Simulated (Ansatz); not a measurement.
Species: H3Al, SMILES `[AlH3]` (charge 0, multiplicity 1), formula H3Al.

Problem. How many basis functions does frozen-core CCSD(T)/cc-pVTZ // PBE0-D3(BJ)/def2-TZVP (Ansatz, a first-principles code) use, how many core orbitals are frozen, and how many electrons are correlated?

Solution. 76 basis functions and 5 frozen orbitals, which leaves 6 correlated electrons. Core time is of the order of seconds.
